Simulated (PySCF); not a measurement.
Compound: C₆H₁₀BN.
SMILES: `[BH3-][NH2+]c1ccccc1`

Torsions of this conformer, `[BH3-:1][NH2+:2][c:3]1[cH:4][cH:5][cH:6][cH:7][cH:8]1`: B1–N2–C3–C4 87°.

The closed-shell ground state was solved at several levels (PySCF, density fitting, gas phase, non-relativistic). The structure is a single PBE0-D3(BJ)/def2-SVP conformer in the gas phase; no vibrational or solvent corrections.

```csv
level,basis functions,HOMO (eV),LUMO (eV),gap (eV),dipole (D)
B3LYP/pcJ-1,316,-7.26,-0.97,6.29,5.38
CAM-B3LYP/pcSseg-1,186,-8.73,0.31,9.04,5.41
PBE0/pcSseg-1,186,-7.48,-0.80,6.68,5.36
```

Estimate the row for PBE0/def2-SVPD, a basis of 240 functions; the other rows only guide the guess.

HOMO -7.46 eV, LUMO -0.83 eV, gap 6.63 eV, dipole 5.06 D.

Over all these levels, which gives the widest orbital gap and which the narrowest?

CAM-B3LYP/pcSseg-1 (range-separated hybrid) has the widest, 9.04 eV, and B3LYP/pcJ-1 (global hybrid, 20 % exact exchange) the narrowest, 6.29 eV. Functional and basis both differ between the two, so the spread mixes both effects.

How far do the dipole and the HOMO energy spread over the levels?

The dipole runs from 5.06 to 5.41 D (mean 5.30 D) and the HOMO from -8.73 to -7.26 eV.
